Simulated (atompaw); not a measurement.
**Which change was made? (Ru, PAW (atompaw))**

atompaw 4.2.0.5 input, output lines left out:

```
Ru 44
GGA-PBE scalarrelativistic loggrid 1500 logderivrange -2 5 176
5 5 4 0 0 0
5 0 1
5 1 0
4 2 7
0 0 0
c
c
c
c
v
c
c
c
v
c
v
2
2.90 2.25 2.65 1.50
y
1.5
n
y
3.35
n
y
4.4
n
bloechl sinc
3 -0.5 troulliermartins
```

Cutoffs, loose and tight: the cutoffs (Ry, on a coarse ladder) from which the occupation-weighted sum of valence levels, in a spherical-Bessel basis at the reference potential, stays within 10 and 1 mRy of its value at 400 Ry. They see the waves, projectors and local potential, not the compensation charge or the core.

The base gives: outcome: generated; cutoff, loose: 25 Ry; cutoff, tight: 30 Ry; bound ghosts: none.

After one change the result is: outcome: generated; cutoff, loose: 18 Ry; cutoff, tight: 18 Ry; bound ghosts: none. Which change was it?
A. all radii scaled by about 0.74 (s 2.16, p 2.16, d 2.16 bohr); local potential troulliermartins scheme with l = 3 at -0.5 Ry, radius 1.98 bohr; augmentation sinc compensation charge, radius 1.68 bohr; PAW radius 2.16 bohr; waves and projectors: bloechl; core correction smooth core density matched at 1.12 bohr
B. all radii scaled by about 1.21 (s 3.52, p 3.52, d 3.52 bohr); local potential troulliermartins scheme with l = 3 at -0.5 Ry, radius 3.22 bohr; augmentation sinc compensation charge, radius 2.74 bohr; PAW radius 3.52 bohr; waves and projectors: bloechl; core correction smooth core density matched at 1.82 bohr
C. all radii scaled by about 1.08 (s 3.12, p 3.12, d 3.12 bohr); local potential troulliermartins scheme with l = 3 at -0.5 Ry, radius 2.86 bohr; augmentation sinc compensation charge, radius 2.42 bohr; PAW radius 3.12 bohr; waves and projectors: bloechl; core correction smooth core density matched at 1.62 bohr
D. all radii scaled by about 0.92 (s 2.66, p 2.66, d 2.66 bohr); local potential troulliermartins scheme with l = 3 at -0.5 Ry, radius 2.44 bohr; augmentation sinc compensation charge, radius 2.06 bohr; PAW radius 2.66 bohr; waves and projectors: bloechl; core correction smooth core density matched at 1.38 bohr

B. The others give: all radii scaled by about 1.08 (s 3.12, p 3.12, d 3.12 bohr); local potential troulliermartins scheme with l = 3 at -0.5 Ry, radius 2.86 bohr; augmentation sinc compensation charge, radius 2.42 bohr; PAW radius 3.12 bohr; waves and projectors: bloechl; core correction smooth core density matched at 1.62 bohr → outcome: generated; cutoff, loose: 21 Ry; cutoff, tight: 25 Ry; bound ghosts: none | all radii scaled by about 0.74 (s 2.16, p 2.16, d 2.16 bohr); local potential troulliermartins scheme with l = 3 at -0.5 Ry, radius 1.98 bohr; augmentation sinc compensation charge, radius 1.68 bohr; PAW radius 2.16 bohr; waves and projectors: bloechl; core correction smooth core density matched at 1.12 bohr → outcome: generated; cutoff, loose: 45 Ry; cutoff, tight: 50 Ry; bound ghosts: s, p | all radii scaled by about 0.92 (s 2.66, p 2.66, d 2.66 bohr); local potential troulliermartins scheme with l = 3 at -0.5 Ry, radius 2.44 bohr; augmentation sinc compensation charge, radius 2.06 bohr; PAW radius 2.66 bohr; waves and projectors: bloechl; core correction smooth core density matched at 1.38 bohr → outcome: generated; cutoff, loose: 30 Ry; cutoff, tight: 35 Ry; bound ghosts: s.
